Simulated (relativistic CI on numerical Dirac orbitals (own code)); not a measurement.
**Radial parameters of Re²⁺**

Method of calculation: Dirac-Coulomb-Breit CI, separate exchange-only KLI orbitals for each configuration, model QED, valence Slater integrals scaled by 0.85, P86 correlation energy added to each configuration (own radial code, finite nucleus).

Slater integrals F^k, G^k are unscaled and averaged over j, outside the closed core [Kr] 4d10 4f14 5s2; ζ comes from projecting the Hamiltonian with its Breit term on Σ l·s of the shell.

- 5p6.5d5: F^2(5d,5d) = 57728, F^4(5d,5d) = 37932, ζ(5d) = 2542.5 cm⁻¹; <r>(5d) = 1.777, <r^2>(5d) = 3.696 (bohr units).
- 5p6.5d4.6s: F^2(5d,5d) = 59025, F^4(5d,5d) = 38867, ζ(5d) = 2779.9, G^2(5d,6s) = 23310 cm⁻¹; <r>(5d) = 1.742, <r^2>(5d) = 3.549, <r>(6s) = 2.667, <r^2>(6s) = 7.973 (bohr units).
- 5p6.5d3.6s2: F^2(5d,5d) = 60554, F^4(5d,5d) = 39979, ζ(5d) = 3015 cm⁻¹; <r>(5d) = 1.704, <r^2>(5d) = 3.384 (bohr units).

Q: Give the Racah parameters of the d shell in 5p6.5d5.

A: B = F²/49 − 5F⁴/441 = 748 cm⁻¹ and C = 35F⁴/441 = 3010 cm⁻¹; values fitted to spectra at such low charge are typically 15 to 30 % smaller.

In this model ζ of a weakly bound d, f or g electron outside closed shells comes out too small, for d by up to a factor of two or three and at times with the wrong sign; that of an outer p electron is too small as well.

Correlation outside the listed configurations is missing or only estimated: errors of thousands of cm⁻¹ between configurations and terms are usual at this charge. Rates and lifetimes follow the computed energies and can be off by large factors. The fine structure of a lone outer electron comes out too small, for d and f at times inverted, and misplaced configurations move strength between like terms. 19 of the 69 excited levels that our extract of the measured tables holds in this range could be paired (the sources list more); they are missed by 2760 cm⁻¹ on average and 4415 at most, and levels without a partner can miss by more. Some levels of the ground configuration have no partner and can miss by 10 % or more.

Averages of the first 10 configurations, taken without configuration mixing, which lowers the lowest level and can move excited configurations by several eV; other configurations of the list can lie among them:

```tsv
Configuration	Parity	States	Average energy above the lowest level (eV)
5p6.5d5	even	252	4.3
5p6.5d4.6s	even	420	6.7
5p6.5d3.6s2	even	120	10.8
5p6.5d4.6p	odd	1260	13.3
5p6.5d4.5f	odd	2940	22.8
5p6.5d3.6s.6p	odd	1440	17.0
5p6.5d4.6d	even	2100	20.3
5p6.5d4.7s	even	420	19.7
5p6.5d4.7p	odd	1260	21.9
5p6.5d4.7d	even	2100	24.7
```
